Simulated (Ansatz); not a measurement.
Consider the ligand exchange at the Si–N bond: `CO[SiH2]N[SiH2]F` + `O[SiH](O)O` → `CO[SiH2]O[SiH](O)O` + `N[SiH2]F`.

Program: Ansatz. Geometries: PBE0-D4/def2-TZVP. ΔE: electronic, gas phase. CCSD(T)/CBS is the MP2 limit (def2-TZVPP, def2-QZVPP) plus CCSD(T) − MP2 in def2-TZVPP, frozen cores. Functionals use def2-TZVPP. B3LYP here is the variant with VWN-RPA as its local correlation; programs differ in this. One conformer a species, not always the lowest.

`CO[SiH2]N[SiH2]F`:

Cartesian coordinates in Å:
```
C 2.257 -0.489 -1.536
O 1.415 -0.188 -0.448
Si -0.172 0.185 -0.623
N -0.774 0.797 0.863
Si -1.840 0.031 1.955
F -3.361 0.476 1.723
H 3.290 -0.478 -1.184
H 2.041 -1.482 -1.944
H 2.158 0.248 -2.342
H -0.284 1.197 -1.709
H -0.980 -1.018 -0.951
H -0.456 1.721 1.125
H -1.782 -1.429 1.728
H -1.511 0.429 3.341
```

`O[SiH](O)O`:

Cartesian coordinates in Å:
```
O -0.902 -0.274 -1.343
Si 0.190 -0.253 -0.133
O -0.463 -0.152 1.369
O 1.121 1.081 -0.280
H -1.361 0.544 -1.541
H 0.939 -1.515 -0.290
H -0.976 -0.896 1.686
H 1.452 1.464 0.534
```

`CO[SiH2]O[SiH](O)O`:

Z-matrix (Å, degrees):
```
C
O 1 1.412
H 1 1.091 2 108.3
H 1 1.095 2 111.2 3 -119.2
H 1 1.095 2 111.3 3 119.2
Si 2 1.652 1 122.9 3 -175.5
O 6 1.619 2 105.9 1 176.6
H 6 1.485 2 109.4 1 56.9
H 6 1.484 2 109.9 1 -64.2
Si 7 1.644 6 139.6 2 -3.6
O 10 1.627 7 111.4 6 136.2
O 10 1.633 7 108.0 6 15.1
H 10 1.471 7 108.3 6 -108.1
H 11 0.958 10 117.7 7 -79.7
H 12 0.965 10 114.3 7 -16.7
```

`N[SiH2]F`:

Cartesian coordinates in Å:
```
N -0.675 -0.431 -0.675
Si 0.355 0.216 0.505
F 1.553 1.115 -0.071
H -1.382 0.124 -1.127
H -0.415 -1.229 -1.230
H 1.002 -0.905 1.223
H -0.438 1.110 1.376
```

```csv
level,ΔE (kcal/mol)
PBE-D4,-13.3
B3LYP-D4,-15.4
ωB97M-V,-14.7
MP2/def2-TZVPP,-14.4
CCSD/def2-TZVPP,-14.7
CCSD(T)/def2-TZVPP,-14.5
HF/CBS(def2),-16.3
MP2/CBS(def2),-14.6
```

What does CCSD(T)/CBS give? (Estimate.)

Ansatz gave: -14.7 kcal/mol. The listed levels differ from it by 1.4, -0.7, 0.0, 0.3, 0.0, 0.2, -1.6, 0.1 kcal/mol.

Largest T1 diagnostic among the species: 0.012.

In def2-TZVPP, CCSD(T) changes the Hartree–Fock value by +1.5 kcal/mol (the triples alone add +0.2 kcal/mol) and MP2 by +1.6 kcal/mol.
